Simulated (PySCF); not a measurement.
Working out the ionisation energy of S⁺

S⁺ [Ne] 3s2 3p3 (4S) → S²⁺ [Ne] 3s2 3p2 (3P). Computed with PySCF 2.14 in pcseg-2, with the non-relativistic Hamiltonian (point nucleus). Frozen: [Ne]. Energies in hartree (1 hartree = 27.21139 eV):

```json
{"part": "UHF", "S⁺ (lower)": "-397.162375", "S²⁺ (upper)": "-396.327404"}
{"part": "CCSD correlation", "S⁺ (lower)": "-0.104764", "S²⁺ (upper)": "-0.086443"}
{"part": "(T)", "S⁺ (lower)": "-0.003074", "S²⁺ (upper)": "-0.001997"}
```

Problem. What does Hartree-Fock give?

Solution. (-396.327404) − (-397.162375) = 0.834971 hartree = 22.721 eV.

Problem. What do CCSD and CCSD(T) give?

Solution. The CCSD correlation energies differ by 0.018321 hartree = 0.499 eV and the triples by 0.001077 hartree = 0.029 eV, so CCSD gives 23.220 eV and CCSD(T) 23.249 eV.

Reference: 23.338 eV (measured; NIST Atomic Spectra Database, ionization energies), between the lowest levels; spin-orbit coupling is absent from the calculation.

What remains against the reference includes basis incompleteness, the frozen core and higher excitations.
